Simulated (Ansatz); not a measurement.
Molecule: C$_{6}$H$_{11}$, charge 0, multiplicity 2. It need not be the lowest isomer of its formula. SMILES: C[CH]C/C=C\C
Coordinates optimised at B3LYP-D3(BJ)/def2-TZVP (Ansatz, a first-principles code):
```
C
H 1 1.0933
H 1 1.0935 2 107.03
C 1 1.4962 2 110.02 3 119.25
H 4 1.0832 1 118.61 2 31.49
C 4 1.4852 5 119.15 1 -164.41
H 6 1.0905 4 111.97 5 -23.33
H 6 1.0959 7 108.18 4 123.11
H 6 1.1003 7 107.36 8 113.99
C 1 1.5123 2 108.91 3 -119.00
C 10 1.3316 1 127.21 2 136.34
H 10 1.0858 11 117.91 1 -176.65
H 11 1.0867 10 117.32 12 1.18
C 11 1.4972 13 115.11 10 179.94
H 14 1.0887 11 112.83 13 178.87
H 14 1.0938 15 108.04 3 116.39
H 14 1.0941 15 107.70 16 114.76
```
Charge 0, spin multiplicity 2.

Wanted: atomisation energy (electronic, to ground-state atoms), in kcal/mol. Correlated levels leave the core frozen unless marked. Open shells are spin-unrestricted. Spin-orbit coupling is left out. Non-relativistic. The coupled-cluster limit lacks core correlation, which all-electron functionals hold. CBS marks a two-point X^-3 extrapolation of the correlation energy; Hartree-Fock from the larger set. [CCSD(T)-MP2]/basis is that difference in the basis named.

```tsv
level	program	atomisation energy (kcal/mol)
BLYP-D4/def2-TZVPD	Ansatz + dftd4	1634.5
revPBE/def2-TZVPD	Ansatz	1614.5
r2SCAN/def2-TZVPD	Ansatz	1644.3
r2SCAN-D3(BJ)/def2-TZVPD	Ansatz + dftd3	1646.8
B97M-V/def2-TZVPD	Ansatz	1640.9
PBE0-D3(BJ)/def2-TZVPD	Ansatz + dftd3	1656.0
PBE0/def2-TZVP	Ansatz	1648.4
CAM-B3LYP-D4/def2-TZVPD	Ansatz + dftd4	1647.3
LC-wPBE-D4/def2-TZVPD	Ansatz + dftd4	1647.9
LC-wPBE/def2-TZVPD	Ansatz	1639.2
B2GP-PLYP/def2-TZVPD	Ansatz	1616.7
RPA@PBE/cc-pVTZ	Ansatz	1533.6
MP2/STO-3G	Ansatz	1676.2
SCS-MP2/cc-pVTZ	Ansatz	1611.0
CCSD/cc-pVDZ	Ansatz	1513.4
CCSD/cc-pVTZ	Ansatz	1581.4
CCSD(T)/STO-3G	Ansatz	1710.0
CCSD(T)/cc-pVDZ	Ansatz	1527.9
CCSD(T)/cc-pVTZ	Ansatz	1601.6
RI-MP2/CBS(cc-pVTZ,cc-pVQZ)+[CCSD(T)-MP2]/cc-pVDZ	Ansatz	1637.5
RI-MP2/CBS(cc-pVTZ,cc-pVQZ)+[CCSD(T)-MP2]/cc-pVTZ	Ansatz	1636.9
```
